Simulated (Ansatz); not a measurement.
`[SiH3][CH2][ZnH]` and `[F][Zn][CH2][SiH3]` differ in one atom or group.

Ansatz, PBE0-D4/def2-TZVP geometries, multiplicity 1. Each molecule was computed in one conformer, which needn't be the lowest.

Scalar relativity is left out up to krypton.

```csv
property,`[SiH3][CH2][ZnH]`
HOMO–LUMO gap (PBE0/def2-TZVPP) / eV,7.08
LUMO energy (PBE/def2-TZVPP) / eV,-1.26
HOMO–LUMO gap (ωB97M-V/def2-TZVPP) / eV,10.59
LUMO energy (PBE0/def2-TZVPP) / eV,-0.53
size of the dipole moment (B3LYP/def2-TZVPP) / D,1.10
size of the dipole moment (ωB97M-V/def2-TZVPP) / D,1.13
```

Problem. What does the change do to each property? (Estimate.)

Solution. Ansatz gave: 
```json
{"property": "HOMO–LUMO gap (PBE0/def2-TZVPP) / eV", "`[F][Zn][CH2][SiH3]`": "7.78", "shift": "0.70"}
{"property": "LUMO energy (PBE/def2-TZVPP) / eV", "`[F][Zn][CH2][SiH3]`": "-1.65", "shift": "-0.39"}
{"property": "HOMO–LUMO gap (ωB97M-V/def2-TZVPP) / eV", "`[F][Zn][CH2][SiH3]`": "11.50", "shift": "0.91"}
{"property": "LUMO energy (PBE0/def2-TZVPP) / eV", "`[F][Zn][CH2][SiH3]`": "-0.80", "shift": "-0.27"}
{"property": "size of the dipole moment (B3LYP/def2-TZVPP) / D", "`[F][Zn][CH2][SiH3]`": "2.63", "shift": "1.53"}
{"property": "size of the dipole moment (ωB97M-V/def2-TZVPP) / D", "`[F][Zn][CH2][SiH3]`": "2.53", "shift": "1.40"}
```

With PBE0 the HOMO falls by 0.95 eV and the LUMO falls by 0.27 eV, so the gap widens by about 0.68 eV. PBE moves the HOMO by -0.93 eV and ωB97M-V by -0.98 eV. Dipoles are sizes alone; their direction can turn.

Positive LUMOs are unbound, so they and the gaps depend on the basis.

B3LYP here is the variant with VWN-RPA as its local correlation; programs differ in this.
